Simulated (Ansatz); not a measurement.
O (SMILES [O]), triplet; HF/cc-pVTZ in Ansatz (a quantum-chemistry and plane-wave program).

Input for Ansatz:
Ansatz 0.2 input:
```yaml
crystal:
  periodic: [false, false, false]
  atoms:
    - {symbol: O, position_ang: [0.00000000, 0.00000000, 0.00000000]}
basis:
  gaussian:
    orbitals: cc-pVTZ
hamiltonian:
  xc: hf
magnetization: {spin_polarized: true, initial_magnetization: 2}
accuracy: high
```

Output, abridged:

```
Functional definition: HF
299 factors; integrals over basis functions are off by at most 2.4e-9 eV
mean field evaluation 1: about -2035.4354 eV, gradient 8.6e0 eV
mean field evaluation 2: about -2035.4368 eV, gradient 8.6e0 eV
mean field evaluation 4: about -2035.7264 eV, gradient 8.3e-1 eV
mean field evaluation 8: about -2035.7316 eV, gradient 1.4e-3 eV
mean field evaluation 16: about -2035.7314 eV, gradient 1.5e-1 eV
mean field evaluation 32: about -2035.7316 eV, gradient 8.5e-3 eV
mean field -2035.73160512 eV, -74.8117566196 hartree, gradient 1.9e-8 eV, S^2 2.007200; 0 other end points of the search recorded, 0 dependent functions left out
reference -2035.73160512 eV, -74.8117566196 hartree; 5, 3 occupied and 25, 27 virtual orbitals, 299 factors
Total energy: -2035.73160512 eV, -74.8117566196 hartree
```
